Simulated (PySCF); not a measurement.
**K⁺: ionisation energy**

K⁺ [Ar] (1S) → K²⁺ [Ne] 3s2 3p5 (2P), as a difference of total energies. Calculation: PySCF 2.14, in Sapporo-DKH3-DZP-2012; the spin-free X2C one-electron Hamiltonian (Gaussian nucleus). Correlated levels: valence: [Ne] 3s2 frozen. The calculations carry no spin-orbit coupling.

```json
{"method": "UHF", "ionisation energy (eV)": "30.477"}
{"method": "M06-2X", "ionisation energy (eV)": "31.718"}
{"method": "BP86", "ionisation energy (eV)": "31.677"}
{"method": "MP2 (valence)", "ionisation energy (eV)": "31.697"}
{"method": "SCS-MP2 (valence)", "ionisation energy (eV)": "31.627"}
{"method": "CCSD (valence)", "ionisation energy (eV)": "31.641"}
{"method": "CCSD(T) (valence)", "ionisation energy (eV)": "31.649"}
```

**Question.** How much does correlation contribute at CCSD(T) (valence)?

**Answer.** 31.649 − (30.477) = 1.172 eV, measured against UHF.

The reference lies between the lowest fine-structure levels, while these numbers refer to the centres of the terms.

Errors of the correlated levels include the incompleteness of this basis and the frozen core.

For comparison: 31.625 eV (measured; NIST Atomic Spectra Database, ionization energies).
